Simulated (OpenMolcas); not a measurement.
**Computed transition rates of N+**

```yaml
Program: OpenMolcas 26.06
Method: "MS-RASPT2, IPEA 0.25 Eh, imaginary shift 0.1 Eh (closed shells correlated: 1s)"
Basis: ANO-RCC [8s7p4d3f2g]
Scalar_Hamiltonian: DKH2, point nucleus
Active_space: 4 electrons in 9 orbitals (RAS2 2s 2p; RAS3 3d, at most 2 electrons)
State_averaging: 2S+1 = 3 even, 6 roots; 2S+1 = 1 even, 11 roots; 2S+1 = 5 odd, 1 root; 2S+1 = 3 odd, 9 roots; 2S+1 = 1 odd, 8 roots
Spin-orbit_coupling: RASSI with atomic mean-field integrals over the reference wave functions, term energies averaged over their components
```

Rates come from the transition moments of the reference wave functions (E1 and E2 in the length form). At fixed line strength A goes as λ^-3 for E1 and M1 and as λ^-5 for E2, so a rate at the computed wavelength can be rescaled to the measured one. Measured vacuum wavelengths follow from level energies in NIST Handbook of Basic Atomic Spectroscopic Data. Branching counts decays inside the model space alone, at computed energies, and the table is only a selection of the E1 lines, drawn from those between levels with measured partners whose computed energy lies within a factor of 1.5 of the measured one.

```csv
Upper,Lower,Type,λ computed (nm),λ measured (nm),A computed (s-1),A rescaled (s-1),Branching %
2s 2p³ ⁵S°₂,2s² 2p² ³P₂,E1,218.8,214.3,1.04e+02,,74.8
2s 2p³ ⁵S°₂,2s² 2p² ³P₁,E1,218.3,214,3.51e+01,,25.2
2s 2p³ ³D°₁,2s² 2p² ³P₂,E1,109.1,108.6,8.98e+06,9.10e+06,2.7
2s 2p³ ³D°₂,2s² 2p² ³P₂,E1,109.1,108.6,8.18e+07,8.29e+07,24.5
2s 2p³ ³D°₃,2s² 2p² ³P₂,E1,109.1,108.6,3.34e+08,3.39e+08,100.0
2s 2p³ ³D°₁,2s² 2p² ³P₁,E1,109,108.5,1.39e+08,1.41e+08,41.4
2s 2p³ ³D°₂,2s² 2p² ³P₁,E1,109,108.5,2.53e+08,2.57e+08,75.5
2s 2p³ ³D°₁,2s² 2p² ³P₀,E1,108.9,108.4,1.88e+08,1.91e+08,56.0
2s 2p³ ³P°₁,2s² 2p² ³P₂,E1,91.34,91.67,3.88e+08,3.84e+08,41.4
2s 2p³ ³P°₂,2s² 2p² ³P₂,E1,91.34,91.67,7.04e+08,6.96e+08,75.3
2s 2p³ ³P°₀,2s² 2p² ³P₁,E1,91.26,91.6,9.37e+08,9.27e+08,100.0
2s 2p³ ³P°₁,2s² 2p² ³P₁,E1,91.26,91.6,2.37e+08,2.34e+08,25.3
2s 2p³ ³P°₂,2s² 2p² ³P₁,E1,91.26,91.6,2.32e+08,2.29e+08,24.7
2s 2p³ ³P°₁,2s² 2p² ³P₀,E1,91.23,91.56,3.12e+08,3.09e+08,33.3
2s 2p³ ¹D°₂,2s² 2p² ¹D₂,E1,77.56,77.6,3.53e+09,3.52e+09,100.0
2s 2p³ ¹P°₁,2s² 2p² ¹S₀,E1,75.71,74.58,1.34e+09,1.40e+09,19.9
2s 2p³ ¹P°₁,2s² 2p² ¹D₂,E1,66.95,66.03,5.41e+09,5.64e+09,80.1
2s 2p³ ³S°₁,2s² 2p² ³P₂,E1,64.14,64.52,5.92e+09,5.82e+09,55.6
2s 2p³ ³S°₁,2s² 2p² ³P₁,E1,64.11,64.48,3.55e+09,3.49e+09,33.3
2s 2p³ ³S°₁,2s² 2p² ³P₀,E1,64.09,64.46,1.18e+09,1.16e+09,11.1
```

Spin-changing lines and M1 lines between different terms are not rescaled, since their strength hangs on the term gaps too.

The largest correction is for 2s 2p³ ¹P°₁ → 2s² 2p² ¹S₀ (E1): 1.34e+09 × (75.71 / 74.58)^3 = 1.40e+09 s-1, a factor of 1.05.

The computed rate and branching of 2s 2p³ ³P°₀ → 2s² 2p² ³P₁ give the upper level a radiative lifetime of 1.000 / 9.37e+08 s-1 = 1.07e-09 s, counting decays inside the model space alone. The rescaled rate gives about 1.1e-09 s.

The computed order of these levels differs from the measured one in 3 places, and where term gaps are wrong the rates of spin-changing lines can be off by large factors.

No measured rate stands beside these. Rescaling mends the energy factor alone: line strengths can still be far off where a level mixes with configurations outside the active space, and weak or spin-changing lines hang on small mixing coefficients that depend on the term gaps too, so rescaling need not improve them.

CASPT2 does not keep the components of a term degenerate, so their means are used; among the terms shown or strongly mixed into the levels shown the widest spread is 39 cm-1 (2s 2p³ ³D°). Active for correlation alone: 3d; no level in the range computed is led by a configuration that fills it, so any true level of that kind is missing. Computed and measured levels are paired by configuration, term and J; levels that our copy of the source lacks, or whose pairing is in doubt (as where it misses far off the trend of its configuration), stay unpaired. Only configurations of the active space appear.

° marks odd parity.
